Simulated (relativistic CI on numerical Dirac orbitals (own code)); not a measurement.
Method of calculation: Dirac-Coulomb-Breit CI, orbitals from a KLI potential per configuration, model QED, unscaled Slater integrals (own radial code, finite nucleus).

The strongest absorption lines from the ground level of an ion, among the configurations computed and to levels below about 57.1 eV (vacuum wavelength in nm, gf): 22.548 (0.77), 22.812 (0.36), 22.987 (0.24), 23.112 (0.66), 23.353 (1.4), 23.385 (0.37), 23.524 (0.24), 24.673 (0.82).

Q: Which ion is it?
A. Sb9+
B. In7+
C. In9+
D. Ag5+

A: B. In7+ has 42 electrons and the ground level 4s2 4p6 4d6 5D_4; the strongest line goes to 4s2 4p6 4d5 5p 5F°_5. The pattern of lines fixes the number of electrons, and along that sequence the line energies rise steadily with the charge (about as its square where n changes within one kind of shell, about linearly where n is kept but much faster in heavy ions where fine structure, which grows about as Z⁴, sets the gap, and irregularly where shells cross), which fixes Z. Configurations outside the model, such as inner-shell arrays, can give stronger lines. At this charge configurations can still be misplaced by up to about 7 % of their energy. Terms inside the open d or f shell come out 10 to 20 % too wide with unscaled integrals.

LS names give the leading component of a level, which can be under half, so a name can repeat, a term be missing and a line seem to break the LS rules.
